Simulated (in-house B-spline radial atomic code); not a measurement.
Binding energies in Sc⁷⁺

NIST's tabulated ground configuration is [Ne] 3s2 3p2; each binding energy is the energy of the ion with one electron taken from that subshell, relaxed, less that of the parent. Level of theory: Dirac-Hartree-Fock, average of configuration, Fermi nucleus of rms radius 3.5459 fm; calculated with a radial B-spline atomic code at the basis-set limit. Energies include first-order Breit, QED and recoil terms.

```
subshell  X-ray name  binding energy (eV)  -ε (eV)  relaxation (eV)
      1s           K                 4652   4683.0             25.4
      2s          L1                  654    659.6              5.1
      3s          M1                178.7    179.2              0.5
      3p        M2,3                155.8    156.3              0.4
```

Relaxation = -ε minus the binding energy without Breit, QED and recoil terms.

(1) What does it cost to remove two 1s electrons?

(2) What does it cost to remove both a 2s and a 3p electron?

(3) What does it cost to remove both a 1s and a 3p electron?

## Answers

(1) 9612.4 eV, which is 308.4 eV more than the two single binding energies together.

(2) 840.25 eV, which is 30.41 eV more than the two single binding energies together.

(3) 4841.5 eV, which is 33.75 eV more than the two single binding energies together.
